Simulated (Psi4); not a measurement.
C2H4O2, charge +1, doublet, geometry from GFN2-xTB (a state made from the parent by changing its charge; the spin is typed, not shown lowest); PBE0/def2-SVP (Psi4).

Input for Psi4:
```
memory 2 GB

molecule mol {
1 2
  C    -1.427215   -0.344774   -0.062846
  O    -0.108325   -0.803329    0.059793
  C     0.883663    0.035305   -0.040013
  O     0.961308    1.207845    0.095805
  H    -1.805255   -0.416984   -1.099670
  H    -2.034504   -1.081611    0.491621
  H    -1.535071    0.691863    0.281012
  H     1.812279   -0.572576   -0.300594
}

set basis def2-svp
set reference uks
set dft_spherical_points 434

energy('pbe0')
print_variables()
```

Output, abridged:

```
   => Loading Basis Set <=

    Name: DEF2-SVP
    Role: ORBITAL
    Keyword: BASIS

         ---------------------------------------------------------
                                   SCF
               by Justin Turney, Rob Parrish, Andy Simmonett
                          and Daniel G. A. Smith
                              UKS Reference
         ---------------------------------------------------------

  ==> Geometry <==

    Molecular point group: c1
    Full point group: C1

    Geometry (in Angstrom), charge = 1, multiplicity = 2:

       Center              X                  Y                   Z               Mass
    ------------   -----------------  -----------------  -----------------  -----------------
         C           -1.486033256466    -0.367540478523    -0.073207792567    12.000000000000
         O           -0.167143256466    -0.826095478523     0.049431207433    15.994914619570
         C            0.824844743534     0.012538521477    -0.050374792567    12.000000000000
         O            0.902489743534     1.185078521477     0.085443207433    15.994914619570
         H           -1.864073256466    -0.439750478523    -1.110031792567     1.007825032230
         H           -2.093322256466    -1.104377478523     0.481259207433     1.007825032230
         H           -1.593889256466     0.669096521477     0.270650207433     1.007825032230
         H            1.753460743534    -0.595342478523    -0.310955792567     1.007825032230

  Running in c1 symmetry.

  Rotational constants: A =      0.77964  B =      0.20803  C =      0.17021 [cm^-1]
  Rotational constants: A =  23372.98584  B =   6236.62468  C =   5102.88000 [MHz]
  Nuclear repulsion =  122.492081145556526

  Charge       = 1
  Multiplicity = 2
  Electrons    = 31
  Nalpha       = 16
  Nbeta        = 15

  ==> Algorithm <==

  SCF Algorithm Type is DF.
  DIIS enabled.
  MOM disabled.
  Fractional occupation disabled.
  Guess Type is SAD.
  Energy threshold   = 1.00e-06
  Density threshold  = 1.00e-06
  Integral threshold = 1.00e-12

  ==> Primary Basis <==

  Basis Set: DEF2-SVP
    Blend: DEF2-SVP
    Number of shells: 36
    Number of basis functions: 76
    Number of Cartesian functions: 80
    Spherical Harmonics?: true
    Max angular momentum: 2

  ==> DFT Potential <==

   => LibXC <=

    Version 7.1.2
    S. Lehtola, C. Steigemann, M. J. T. Oliveira, and M. A. L. Marques,  SoftwareX 7, 1–5 (2018) (10.1016/j.softx.2017.11.002)

   => Composite Functional: PBE0 <=
[...]
      Ntotal   =   31.0000003778 ; deviation = 3.778e-07

   @Spin Contamination Metric:   8.158234617E-03
   @S^2 Expected:                7.500000000E-01
   @S^2 Observed:                7.581582346E-01
   @S   Expected:                5.000000000E-01
   @S   Observed:                5.000000000E-01

    Orbital Energies [Eh]
    ---------------------

    Alpha Occupied:

[...]
      16A     -0.595888

    Alpha Virtual:

[...]
    Beta Occupied:

[...]
    Beta Virtual:

[...]
      76A      3.433257

    Final Occupation by Irrep:
              A
    DOCC [    15 ]
    SOCC [     1 ]
    NA   [    16 ]
    NB   [    15 ]

  @DF-UKS Final Energy:  -228.23470269981578

   => Energetics <=

    Nuclear Repulsion Energy =            122.4920811455565257
    One-Electron Energy =                -544.6298697527867034
    Two-Electron Energy =                 215.8029444725001440
    DFT Exchange-Correlation Energy =     -21.8998585650857507
    Empirical Dispersion Energy =           0.0000000000000000
    VV10 Nonlocal Energy =                  0.0000000000000000
    Total Energy =                       -228.2347026998157844

  UHF NO Occupations:
  HONO-2 :   14  A 1.9994092
  HONO-1 :   15  A 1.9972918
  HONO-0 :   16  A 1.0000000
  LUNO+0 :   17  A 0.0027082
  LUNO+1 :   18  A 0.0005908
  LUNO+2 :   19  A 0.0003581
  LUNO+3 :   20  A 0.0002796

Computation Completed

Properties will be evaluated at   0.000000,   0.000000,   0.000000 [a0]

Properties computed using the SCF density matrix

 Multipole Moments:

 ------------------------------------------------------------------------------------
     Multipole            Electronic (a.u.)      Nuclear  (a.u.)        Total (a.u.)
 ------------------------------------------------------------------------------------

 L = 1.  Multiply by 2.5417464519 to convert [e a0] to [Debye]
 Dipole X            :          3.5903993           -3.5568108            0.0335885
 Dipole Y            :          1.1051998           -1.3767058           -0.2715060
 Dipole Z            :          0.3535635           -0.6265923           -0.2730288
 Magnitude           :                                                    0.3865080

 ------------------------------------------------------------------------------------

  Variable Map:
  ----------------------------------------------------------------------------
[...]
  Array Variable Map:
  ----------------------------------------------------------------------------
[...]
[...]
```
